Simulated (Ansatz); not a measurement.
Geometry optimisation, RKS BHLYP-D4/def2-SVP in Ansatz 0.2.0.

Input:

```yaml
crystal:
  periodic: [false, false, false]
  atoms:
    - { symbol: Al, position_ang: [0.000952, 0.2356, -0.082531] }
    - { symbol: H, position_ang: [0.017366, 0.19824, 1.476143] }
    - { symbol: F, position_ang: [1.405694, 0.361145, -0.921897] }
    - { symbol: F, position_ang: [-1.420465, 0.27102, -0.901802] }
    - { symbol: F, position_ang: [0.057612, -2.33014, 1.220155] }
    - { symbol: H, position_ang: [0.066641, -1.634365, 1.821933] }
basis:
  gaussian: { orbitals: def2-SVP }
hamiltonian:
  xc: { name: BHLYP }
  dispersion: d4
relax:
  f_tol: 0.03
  max_steps: 50
```

Launched with:

```bash
$ ansatz run input.yaml --threads 1 --pin off --max-ram 2048MiB --backend cpu --events-out ev --progress --plain --runs-dir out
```

Task: Where does it end, and by what steps?

Result: The run converged. After 12 steps the energy has fallen by 0.526 eV; F5 moved furthest, 0.70 Å. Joined: Al1–F5 (2.88 → 2.00 Å).

```json
{"step": "0", "energy less start (eV)": "0.0000", "largest force component (eV/Å)": "0.337", "accepted": "yes"}
{"step": "1", "energy less start (eV)": "-0.0580", "largest force component (eV/Å)": "1.951", "accepted": "yes"}
{"step": "2", "energy less start (eV)": "-0.2317", "largest force component (eV/Å)": "1.829", "accepted": "yes"}
{"step": "3", "energy less start (eV)": "-0.4542", "largest force component (eV/Å)": "0.818", "accepted": "yes"}
{"step": "4", "energy less start (eV)": "-0.4380", "largest force component (eV/Å)": "0.800", "accepted": "no"}
{"step": "5", "energy less start (eV)": "-0.4874", "largest force component (eV/Å)": "0.409", "accepted": "yes"}
{"step": "6", "energy less start (eV)": "-0.5079", "largest force component (eV/Å)": "0.277", "accepted": "yes"}
{"step": "7", "energy less start (eV)": "-0.5163", "largest force component (eV/Å)": "0.124", "accepted": "yes"}
{"step": "8", "energy less start (eV)": "-0.5243", "largest force component (eV/Å)": "0.306", "accepted": "yes"}
{"step": "9", "energy less start (eV)": "-0.5224", "largest force component (eV/Å)": "0.435", "accepted": "no"}
{"step": "10", "energy less start (eV)": "-0.5259", "largest force component (eV/Å)": "0.051", "accepted": "yes"}
{"step": "11", "energy less start (eV)": "-0.5259", "largest force component (eV/Å)": "0.080", "accepted": "yes"}
{"step": "12", "energy less start (eV)": "-0.5262", "largest force component (eV/Å)": "0.019", "accepted": "yes"}
```

```xyz
6
Properties=species:S:1:pos:R:3
Al 0.004 0.083 0.113
H 0.000 0.688 1.556
F 1.409 0.058 -0.755
F -1.411 -0.011 -0.735
F 0.055 -1.813 0.756
H 0.071 -1.903 1.677
```

Whether the end is a true minimum wasn't checked by a vibrational analysis.

Run time: 29 s on 1 thread of Arm Neoverse V2, on a shared host, peak memory 0.12 GiB.
